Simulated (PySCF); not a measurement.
Cl²⁺ (chlorine, charge +2) across methods

[Ne] 3s2 3p3, high-spin 4S determinant. Calculation: PySCF 2.14, in dyall-av3z (19s12p3d2f, 84 functions); the spin-free X2C one-electron Hamiltonian (Gaussian nucleus).

| method | E (hartree) | mean ε 3s α (eV) | mean ε 3s β (eV) | mean ε 3p α (eV) | Σ⟨r²⟩ (bohr²) | ⟨S²⟩ |
| --- | --- | --- | --- | --- | --- | --- |
| wB97M-V | -460.2019 | -51.574 | -46.763 | -36.975 | 15.40 | 3.750 |
| PBE0 | -460.0839 | -49.452 | -43.844 | -34.946 | 15.31 | 3.750 |
| r2SCAN | -460.2016 | -47.777 | -42.323 | -33.756 | 15.30 | 3.750 |
| PBE | -460.0492 | -46.399 | -42.299 | -33.086 | 15.32 | 3.750 |
| TPSSh | -460.2464 | -48.156 | -42.883 | -34.048 | 15.29 | 3.751 |
| UHF | -459.64194 | -57.730 | -46.775 | -39.695 | 15.41 | 3.751 |
| revPBE | -460.1609 | -46.420 | -42.197 | -33.082 | 15.31 | 3.750 |
| LDA | -458.7109 | -46.216 | -42.575 | -33.033 | 15.35 | 3.750 |

(1) Estimate the same row for M06-L.

Results:

(1) E (hartree) = -460.2258; mean ε 3s α (eV) = -47.696; mean ε 3s β (eV) = -42.386; mean ε 3p α (eV) = -33.563; Σ⟨r²⟩ (bohr²) = 15.20; ⟨S²⟩ = 3.752.
